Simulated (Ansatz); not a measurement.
Relaxation of F$_{2}$GeH$_{4}$OS (9 atoms, charge 0, multiplicity 1), to a largest force component of 0.03 eV/Å in at most 50 steps.

These are results of Ansatz, RKS B3LYP/def2-SVP, not measurements.

```xyz
9
Properties=species:S:1:pos:R:3
Ge 0.399 -0.486 -0.284
H -0.643 -0.424 2.270
F 1.004 -0.295 -1.896
F 0.289 1.127 0.307
O -1.254 -1.083 -0.338
H -1.347 -1.862 -0.904
S 1.816 -1.783 0.864
H 0.805 -2.507 1.398
H 0.015 -0.681 2.401
```

**Question.** Where does it end, and by what steps?

**Answer.** It converged. The force dipped under the threshold on the way, but the program's further checks kept it going. After 41 steps the energy has fallen by 0.269 eV; H2 moved furthest, 1.53 Å.

```json
{"step": "0", "energy less start (eV)": "0.0000", "largest force component (eV/Å)": "1.637", "accepted": "yes"}
{"step": "2", "energy less start (eV)": "-0.1891", "largest force component (eV/Å)": "0.202", "accepted": "yes"}
{"step": "4", "energy less start (eV)": "-0.2153", "largest force component (eV/Å)": "0.501", "accepted": "yes"}
{"step": "6", "energy less start (eV)": "-0.2299", "largest force component (eV/Å)": "0.206", "accepted": "yes"}
{"step": "8", "energy less start (eV)": "-0.2303", "largest force component (eV/Å)": "0.255", "accepted": "yes"}
{"step": "10", "energy less start (eV)": "-0.2309", "largest force component (eV/Å)": "0.288", "accepted": "yes"}
{"step": "12", "energy less start (eV)": "-0.2404", "largest force component (eV/Å)": "0.043", "accepted": "yes"}
{"step": "14", "energy less start (eV)": "-0.2286", "largest force component (eV/Å)": "0.742", "accepted": "no"}
{"step": "16", "energy less start (eV)": "-0.2433", "largest force component (eV/Å)": "0.122", "accepted": "yes"}
{"step": "18", "energy less start (eV)": "-0.2456", "largest force component (eV/Å)": "0.060", "accepted": "yes"}
{"step": "20", "energy less start (eV)": "-0.2516", "largest force component (eV/Å)": "0.077", "accepted": "yes"}
{"step": "22", "energy less start (eV)": "-0.2213", "largest force component (eV/Å)": "0.972", "accepted": "no"}
{"step": "24", "energy less start (eV)": "-0.2568", "largest force component (eV/Å)": "0.190", "accepted": "yes"}
{"step": "26", "energy less start (eV)": "-0.2610", "largest force component (eV/Å)": "0.078", "accepted": "yes"}
{"step": "28", "energy less start (eV)": "-0.2615", "largest force component (eV/Å)": "0.017", "accepted": "yes"}
{"step": "30", "energy less start (eV)": "-0.2644", "largest force component (eV/Å)": "0.094", "accepted": "yes"}
{"step": "32", "energy less start (eV)": "-0.2662", "largest force component (eV/Å)": "0.079", "accepted": "yes"}
{"step": "34", "energy less start (eV)": "-0.2674", "largest force component (eV/Å)": "0.065", "accepted": "yes"}
{"step": "36", "energy less start (eV)": "-0.2679", "largest force component (eV/Å)": "0.028", "accepted": "yes"}
{"step": "38", "energy less start (eV)": "-0.2683", "largest force component (eV/Å)": "0.052", "accepted": "yes"}
{"step": "40", "energy less start (eV)": "-0.2686", "largest force component (eV/Å)": "0.042", "accepted": "yes"}
{"step": "41", "energy less start (eV)": "-0.2686", "largest force component (eV/Å)": "0.027", "accepted": "yes"}
```

```xyz
9
Properties=species:S:1:pos:R:3
Ge 0.332 -0.724 -0.527
H -0.281 -0.002 3.692
F 1.190 -0.003 -1.844
F -0.118 0.563 0.534
O -1.214 -1.347 -1.082
H -1.123 -2.075 -1.715
S 1.723 -2.150 0.419
H 0.819 -2.469 1.378
H -0.243 0.213 2.963
```

Run time: 66 s on 4 threads of Arm Neoverse V2, on a shared host, peak memory 0.28 GiB.
